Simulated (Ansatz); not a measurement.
Basis sets compared for Cu₃H (the lowest singlet isomer of a short search). The state is a singlet with charge 0. Geometry PBE-D4/def2-TZVP. Ansatz on 4 threads of Arm Neoverse V2 on a shared host; times are rough, and most runs start from earlier orbitals.

```csv
atom,x (Å),y (Å),z (Å)
Cu1,0.037,0.662,0.258
Cu2,-0.939,-1.379,-0.536
Cu3,1.353,-1.289,-0.506
H4,-0.451,2.006,0.784
```

The structure comes from a short search, and lower isomers may exist.

Binding counts from free atoms (Cu doublet, H doublet) in the same basis, without a counterpoise term.

```csv
level,functions,energy (Eh),HOMO (eV),LUMO (eV),binding per atom (eV),wall time
HF/STO-3G,55,-4861.6460,-6.06,1.00,–,1.8 s
HF/def2-TZVP,141,-4917.3452,-7.40,-0.11,0.52,1.6 s
PBE-D4/def2-SVP,98,-4920.6998,-4.43,-3.32,1.88,1.3 s
PBE-D4/def2-TZVP,141,-4921.4653,-4.91,-3.71,1.58,1.6 s
r2SCAN-D4/def2-TZVP,141,-4922.1393,-4.91,-3.45,1.60,3.9 s
PBE0-D4/def2-SVP,98,-4920.7024,-5.37,-2.49,1.60,1.8 s
PBE0-D4/def2-TZVP (with forces),141,-4921.4380,-5.75,-2.80,1.39,3.6 s
```

(1) Estimate the rows for PBE-D4/def2-TZVPD, r2SCAN-D4/def2-TZVPD, PBE0-D4/def2-TZVPD.

## Answers

(1) 
```json
{"level": "PBE-D4/def2-TZVPD", "functions": "153", "energy (Eh)": "-4921.4663", "HOMO (eV)": "-4.93", "LUMO (eV)": "-3.72", "binding per atom (eV)": "1.59", "wall time": "2.3 s"}
{"level": "r2SCAN-D4/def2-TZVPD", "functions": "153", "energy (Eh)": "-4922.1400", "HOMO (eV)": "-4.93", "LUMO (eV)": "-3.46", "binding per atom (eV)": "1.60", "wall time": "5 s"}
{"level": "PBE0-D4/def2-TZVPD", "functions": "153", "energy (Eh)": "-4921.4386", "HOMO (eV)": "-5.77", "LUMO (eV)": "-2.81", "binding per atom (eV)": "1.39", "wall time": "3.2 s"}
```
